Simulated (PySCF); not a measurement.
Method: core-valence-separated Tamm–Dancoff BHandHLYP/aug-pcX-1 (pcseg-1 on H, def2-SVPD on Si) in PySCF, non-relativistic, gas phase, PBE0-D3(BJ)/def2-SVP geometry. No empirical shift is added; at this level the pattern usually sits a few eV under experiment.

Main lines of an unknown, eV (oscillator strength): C K: 285.3 (0.011), 285.3 (0.008), 285.7 (0.012), 285.8 (0.023), 285.8 (0.017); N K: 399.3 (0.011), 400.3 (0.030), 400.6 (0.020), 401.3 (0.011), 401.5 (0.007). Listed: the first five lines at most of each edge with a tenth or more of its strongest line's intensity; roots within 0.03 eV on the same or equivalent atoms are summed. Only the lowest roots were sought, and the top ones are left out.

Question: Which candidate gives them?
A. `C1[SiH2]O[Si@H](C1)CN`
B. `OC[C@@H]1C[SiH2]N[SiH2]1`

Answer: A. 

- `NC[Si@H]1CC[SiH2]O1`: C K: 285.3 (0.011), 285.3 (0.008), 285.7 (0.012), 285.8 (0.023), 285.8 (0.017); N K: 399.3 (0.011), 400.3 (0.030), 400.6 (0.020), 401.3 (0.011), 401.5 (0.007). First C line listed at 285.3 eV, hole on the sp3 carbon bound to silicon; first N line listed at 399.3 eV, hole on the primary amine nitrogen.
- `OC[C@@H]1C[SiH2]N[SiH2]1`: C K: 285.3 (0.010), 285.5 (0.017), 285.8 (0.024), 286.0 (0.013), 286.0 (0.011); N K: 398.8 (0.008), 399.9 (0.017), 400.2 (0.018), 400.4 (0.009), 400.7 (0.024). First C line listed at 285.3 eV, hole on the sp3 carbon bound to silicon; first N line listed at 398.8 eV, hole on the nitrogen bridging silicon atoms.

One conformer each; other structures than these candidates weren't tested.
